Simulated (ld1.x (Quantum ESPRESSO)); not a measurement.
**Before and after: TM potential for Gd**

Gd, norm-conserving Troullier–Martins (Kleinman–Bylander form), made with ld1.x (Quantum ESPRESSO) 7.5 (PBE, non-relativistic). Core [Xe] 4f7, reference 5d1 6s1 6p0 (charge +1). Waves: 6s (bound): rc 3.50 bohr; 6p (bound, empty): rc 3.15 bohr; 5d (bound): rc 2.05 bohr; 5f channel at -0.05 Ry: rc 3.80 bohr. Local part: all-electron potential smoothed inside 2.25 bohr (lloc = -2). Core correction: none.

All-electron outer shells of the reference configuration (PBE, non-relativistic, ld1.x):

| shell | level (eV) | outermost node (bohr) | outermost maximum (bohr) |
| --- | --- | --- | --- |
| 4f | -19.18 | – | 0.56 |
| 5d | -9.04 | 0.79 | 1.88 |
| 6s | -8.65 | 1.70 | 3.42 |
| 6p | -5.72 | 1.94 | 4.17 |

Change: core correction a·sin(br)/r model core inside 2.46 bohr.

Cutoffs: the cutoffs (Ry, on a coarse ladder) from which the occupation-weighted sum of valence levels, in a spherical-Bessel basis at the reference potential, stays within 10 and 1 mRy of its value at 400 Ry; they do not see the model core or the augmentation charge, which bear on the density cutoff. Errors are all-electron minus pseudo energies relative to the spin-unpolarised reference configuration.

Task: How do hardness, ghosts and transferability respond?

Result: The potential gets neither clearly harder nor softer (15 Ry and 18 Ry → 15 Ry and 18 Ry); both files keep a bound ghost (p, s); the number of tests that count goes from 7 to 6; of the 6 tests that both files solve, the error grows in 0 and shrinks in 6 by more than 15 % and 0.3 meV (median size 38.6 → 4.4 meV). Exchange and correlation are not linear in the density, so unscreening with the valence charge alone errs where core and valence overlap; a model core restores that term. A model core, the more so a compact one, raises the density cutoff, which this test does not measure.

```tsv
quantity	base	changed
cutoff, loose	15 Ry	15 Ry
cutoff, tight	18 Ry	18 Ry
bound ghosts	s, p	s, p
tests counted (converged, no solver errors)	7 of 7	6 of 7
error for 5d1 6s2 6p0, meV [ΔE -6.17 eV]	+10	-6.9
error for 5d1 6s0 6p0, meV [ΔE 11.31 eV]	+192	-9.9
error for 5d1 6s1.5 6p0, meV [ΔE -3.69 eV]	+6.0	-1.9
error for 5d0 6s2 6p1, meV [ΔE -3.58 eV]	+268	-125
error for 5d1 6s0 6p1, meV [ΔE 2.95 eV]	+41	0.0
error for 5d1 6s0 6p2, meV [ΔE -1.31 eV]	+37	+1.1
s: phases at 4.09 bohr within 0.05 rad from the reference energy up to (Ry; the scan ends near 5)	1.1	1.1
p: phases at 4.09 bohr within 0.05 rad from the reference energy up to (Ry; the scan ends near 5)	-0.3	-0.3
d: phases at 4.09 bohr within 0.05 rad from the reference energy up to (Ry; the scan ends near 5)	3.5	3.5
f: phases at 4.09 bohr within 0.05 rad from the reference energy up to (Ry; the scan ends near 5)	2.4	2.4
```

Changed file: Tests not counted: 5d0 6s2 6p0 (solver errors, printed error -11.3 eV). A true bound ghost makes a file unfit for plane-wave use even where its test errors are small: the radial tests pick states by their node count and pass the ghost by. Where a test does run into it, the solver fails or the error is huge.
